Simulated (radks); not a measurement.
The numbers below are computed, except where a source is named.
Spherical quantum dot in the effective-mass picture: electrons in a parabolic well V = omega^2 r^2 / 2 with omega = 2.1, all in effective atomic units (hartree* = m*/eps^2 hartree, bohr* = eps/m* bohr), one dielectric constant everywhere. Level of theory: non-relativistic Kohn-Sham, PBE, spin-polarised, spherical densities (a radial shooting solver with Libxc functionals). Levels are named by radial order and angular momentum (1s, 1p, 1d, 2s, ...), and open shells are averaged over m. Results are scaled to m* = 0.276 and eps = 8.8, for which hartree* = 96.98 meV and bohr* = 1.687 nm.

N = 11, configuration 1s2 1p6 1d(up 3, down 0). This is the lowest configuration that the search found. Occupied and some empty levels:

| level | occupation | eigenvalue (meV) | <r> (nm) |
|---|---|---|---|
| 1s up | 1 | 1096.8 | 1.631 |
| 1s down | 1 | 1103.2 | 1.605 |
| 1p up | 3 | 1230.3 | 2.074 |
| 1p down | 3 | 1240.9 | 2.060 |
| 1d up | 3 | 1376.7 | 2.403 |
| 1d down | 0 | 1389.1 | 2.400 |
| 2s up | 0 | 1399.5 | 2.153 |
| 2s down | 0 | 1407.4 | 2.168 |
| 1f up | 0 | 1533.4 | 2.677 |
| 1f down | 0 | 1546.1 | 2.682 |
| 2p up | 0 | 1564.5 | 2.467 |
| 2p down | 0 | 1571.6 | 2.478 |

Energy (meV): total 9678.76, kinetic 2144.9, external 3952.9, Hartree 4273.9, exchange-correlation -692.92.
